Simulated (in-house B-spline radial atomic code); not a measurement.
## How G0W0 and RPA depend on the start: Te19+

Configuration [Ar] 3d10 4s2 4p3, highest spin. Computed with an all-electron radial atomic-structure program (B-spline basis): all electrons, non-relativistic, point nucleus, each spin shell either full or empty, empty states to l = 9 with an (l + 1/2)⁻⁴ tail; G0W0 by contour deformation at full frequency.

Without relativity these are model numbers: it shifts the levels of so heavy an element strongly and can reorder them.

```tsv
start	mean-field 4p up (eV)	G0W0 (eV)	QP weight	RPA correlation (Eh)
Hartree-Fock	-557.41	-558.44	0.984	-2.4558
PBE	-542.28	-558.17	0.974	-2.6098
BHandHLYP	-550.22	?	?	?
PBEsol	-542.21	-558.19	0.974	-2.6107
HSE06	-545.86	?	?	?
```

(1) What G0W0 level, weight and RPA correlation energy follow from the HSE06 start?

(2) What G0W0 level, weight and RPA correlation energy follow from the BHandHLYP start?

(3) How much of the dependence on the start does G0W0 remove?

Answers

(1) G0W0 level -558.26 eV, weight 0.977, RPA correlation -2.5694 hartree.

(2) G0W0 level -558.33 eV, weight 0.980, RPA correlation -2.528 hartree.

(3) The mean-field levels span 15.2 eV and the G0W0 levels 0.266 eV. Against 555 ± 4 eV (NIST, tabulated theory) the G0W0 removal energies are off by +3.17 to +3.44 eV, with relativity, Breit and QED terms left out.
